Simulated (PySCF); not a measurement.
A structure optimised at PBE-D3(BJ)/def2-SVP, used in a PySCF frequency run:

```
Ga
O 1 1.8167
H 2 0.9752 1 113.67
Si 1 2.4169 2 110.62 3 180.00
H 4 1.5046 1 112.05 2 0.00
H 4 1.5085 5 108.60 1 -121.89
H 4 1.5085 5 108.60 6 -116.21
Si 1 2.4308 2 118.39 3 0.00
H 8 1.5081 1 110.40 2 -120.60
H 8 1.5081 9 107.56 1 120.52
H 8 1.5085 9 108.01 10 116.35
```
Charge 0, spin multiplicity 1.

**Question.** Write its SMILES, formula and point group.

**Answer.** [OH][Ga]([SiH3])[SiH3], GaH7OSi2, Cs

**Question.** What are its rotational constants (standard atomic weights)?

**Answer.** 3.9636, 1.5558, 1.1475 GHz
